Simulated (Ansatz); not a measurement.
W2O6. Charge 0, multiplicity 1. Geometry relaxed at PBE-D4/def2-SVP.

```xyz
8

W     0.3815    0.8551    1.1132
W    -0.3815   -0.8551   -1.1131
O     2.0028    1.2174    1.5768
O    -2.0028   -1.2172   -1.5769
O    -0.0042    1.0215   -0.7833
O     0.7189   -1.6605   -2.1692
O    -0.7189    1.6603    2.1693
O     0.0042   -1.0216    0.7833
```

In the def2 sets W takes a core potential; there is no spin–orbit coupling. The structure comes from a short search, and lower isomers may exist.

Problem. Estimate the harmonic wavenumbers at RKS PBE-D4/def2-SVP (Ansatz, unscaled). Is this a minimum?

Solution. 68, 134, 139, 159, 162, 190, 265, 298, 320, 338, 498, 627, 678, 689, 963, 968, 981, 996 cm⁻¹. Yes, no mode is imaginary beyond noise. Zero-point energy 50.7 kJ/mol. Hardware: 4 threads of Intel Xeon 6975P-C on a shared host. Wall time 43 s.
